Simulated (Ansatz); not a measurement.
Reaction (formal exchange of groups at the Si–O bond): `N[Si](N)(O)O[SiH3]` + `CB(C)C` → `CB(C)C[SiH3]` + `N[Si](N)(O)O`

Program: Ansatz. Geometries: PBE0-D4/def2-TZVP. ΔE: electronic, gas phase. CBS: MP2 limit from def2 TZ/QZ plus the TZ coupled-cluster correction, frozen cores. Functionals use def2-TZVPP. B3LYP here is the variant with VWN-RPA as its local correlation; programs differ in this. Each species was taken in one conformer, which may not be the lowest.

| level | ΔE (kJ/mol) |
| --- | --- |
| B3LYP-D4 | 96.8 |
| ωB97M-V | 91.3 |

**Question.** What does CCSD(T)/CBS give? (Best estimate.)

**Answer.** Computed: +92.6 kJ/mol. The listed levels differ from it by 4.2, -1.3 kJ/mol.

Largest T1 diagnostic among the species: 0.011.

In def2-TZVPP, CCSD(T) changes the Hartree–Fock value by −24.8 kJ/mol (the triples alone add −3.5 kJ/mol) and MP2 by −25.6 kJ/mol. From PBE to PBE0 (25 % exact exchange), in def2-TZVPP and without D4, ΔE moves by +4.6 kJ/mol.
